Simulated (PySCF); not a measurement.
A GIAO shielding run with PySCF (density fitting, non-relativistic, gas phase) on SMILES CO[SiH2]N([SiH3])[SiH2]C, C₂H₁₃NOSi₃:

```
$ OMP_NUM_THREADS=1 python probes_run.py task.json out

{"job": {"kind": "nmr", "xc": "PBE0", "basis": "pcSseg-1"}, "charge": 0, "multiplicity": 1}
C     -3.337195    -1.107983    -0.728681
O     -2.063576    -0.567699    -0.530612
Si    -1.648056     1.040243    -0.513194
N      0.048748     1.003208    -0.143071
Si     0.893872     2.528382    -0.011097
Si     0.852308    -0.559515     0.068319
C      2.673274    -0.254108     0.411366
H     -3.739721    -0.862717    -1.728507
H     -4.060039    -0.752945     0.028646
H     -3.272223    -2.203376    -0.648570
H     -2.443373     1.772871     0.522314
H     -1.924251     1.672723    -1.841747
H     -0.115313     3.603731    -0.269600
H      1.993712     2.660873    -1.014219
H      1.475060     2.743713     1.349057
H      0.725855    -1.389873    -1.166413
H      0.262312    -1.308043     1.218222
H      2.827922     0.360541     1.311884
H      3.175192     0.237325    -0.436376
H      3.173403    -1.221072     0.580318
```

Hardware: 1 thread of an Arm Neoverse N1, shared host. The job also computes population analyses, field gradients.

Q: How large is the calculation?

A: 82 electrons, 205 basis functions and 1132 auxiliary functions.

Q: How long does it take, and how much memory does it need?

A: 64 s of wall time, with 13 SCF cycles and 4 response iterations; peak memory 0.97 GiB. Times on a shared host scatter by some tens of per cent.

Q: And these other runs on the same molecule and hardware: GIAO shielding at B97-2/pcSseg-1?

A: B97-2/pcSseg-1: 205 functions, 58 s.
